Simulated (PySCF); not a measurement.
C₂H₄ClFOSi, SMILES C([Si@H](Cl)F)C=O. Geometry: PBE0-D3(BJ)/def2-SVP. The structure was generated by enumeration; whether it is a known compound was not checked. The values are those of a single conformer.

Computed equilibrium geometry at PBE0-D3(BJ)/def2-SVP (PySCF confirms it by a frequency run) as bond lengths and angles (one conformer of several):
Atoms: O1 C2 C3 Si4 F5 Cl6 H7 H8 H9 H10. Bonds (Å): O1–C2 1.201, C2–C3 1.501, C2–H7 1.120, C3–Si4 1.870, C3–H8 1.103, C3–H9 1.102, Si4–F5 1.617, Si4–Cl6 2.054, Si4–H10 1.479. Bond angles (°): O1–C2–C3 124.1, O1–C2–H7 121.1, C3–C2–H7 114.8, C2–C3–Si4 112.7, C2–C3–H8 110.9, C2–C3–H9 109.6, Si4–C3–H8 106.4, Si4–C3–H9 107.3, H8–C3–H9 109.9, C3–Si4–F5 107.8, C3–Si4–Cl6 108.9, C3–Si4–H10 114.0, F5–Si4–Cl6 108.1, F5–Si4–H10 108.5, Cl6–Si4–H10 109.4.
